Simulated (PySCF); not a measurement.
Ge(OH)3(PH2) (GeH5O3P), SMILES [OH][Ge]([OH])([OH])[PH2]. Geometry optimised at PBE-D3(BJ)/def2-SVP. Other conformers were not sampled.

Computed equilibrium geometry at PBE-D3(BJ)/def2-SVP (PySCF confirms it by a frequency run) as Cartesian coordinates in Å (one conformer of several):
```xyz
10

O     -0.3813     0.0908     1.8786
Ge    -0.2547     0.0112     0.0928
O     -1.1546     1.4951    -0.3882
O     -1.0692    -1.4851    -0.4619
P      1.8849    -0.1057    -0.8166
H     -0.7564     0.9614     2.1164
H     -1.2532     1.5482    -1.3573
H     -1.8395    -1.6600     0.1130
H      2.1922    -1.2482     0.0050
H      2.3742     0.8195     0.1739
```
